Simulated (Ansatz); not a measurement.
Computed with Ansatz on PBE0-D4/def2-TZVP structures; ΔE is electronic, products minus reactants. CCSD(T)/CBS adds triple-zeta CCSD(T) − MP2 to the extrapolated MP2 energy (def2 sets, frozen cores). This one scheme is used for every species. Functionals use def2-TZVPP. HSE06 is defined as in plane-wave codes. For Se outer-core shells are correlated without core-valence functions, which leaves a few kJ/mol of doubt a bond. Scalar relativity is left out up to krypton. Each species was taken in one conformer, which may not be the lowest.

Consider the formal exchange of groups at the Se–B bond: `C=CB[SeH]` + `[NH2][AlH2]` → `[NH2][AlH][SeH]` + `BC=C`.

```
             level  ΔE (kJ/mol)  difference from CCSD(T)/CBS
           PBE0-D4        -27.3                          3.9
        r2SCAN0-D4        -31.8                         -0.6
          HSE06-D4        -27.3                          3.9
          BHLYP-D4        -36.9                         -5.7
      CAM-B3LYP-D4        -30.0                          1.2
            B2PLYP        -30.0                          1.2
            revPBE        -22.9                          8.3
            r2SCAN        -27.2                          4.0
           r2SCAN0        -32.2                         -1.0
             HSE06        -28.2                          3.0
         CAM-B3LYP        -31.0                          0.2
RPA@PBE/def2-TZVPP        -24.3                          6.9
     CCSD/def2-SVP        -23.7                          7.5
  CCSD(T)/def2-SVP        -19.5                         11.7
    MP2/def2-TZVPP        -28.4                          2.8
      HF/CBS(def2)        -48.5                        -17.3
       CCSD(T)/CBS        -31.2                            0
```

(1) What do rigid-rotor, harmonic-oscillator terms from PBE0-D4/def2-TZVP frequencies (298.15 K, 1 bar) make of the CCSD(T)/CBS value? (Best estimate.)

Largest T1 diagnostic among the species: 0.013.

Results:

(1) The calculation gave: ΔZPE = +2.1 kJ/mol, ΔH = -27.7 kJ/mol, ΔS = 17 J/(mol·K), ΔG = -32.8 kJ/mol.

From r2SCAN to r2SCAN0 (25 % exact exchange), in def2-TZVPP and without D4, ΔE moves by −5.0 kJ/mol. At CCSD(T), def2-SVP lies +11.7 kJ/mol from the extrapolated value and def2-TZVPP +3.6 kJ/mol. Leaving LDA and LC-ωPBE aside and taking each functional with its dispersion term where it has one, the values, not all of them listed here, spread over 23.6 kJ/mol, from BHLYP-D4 to B97M-V. LDA lies +8.1 kJ/mol from PBE without D4.
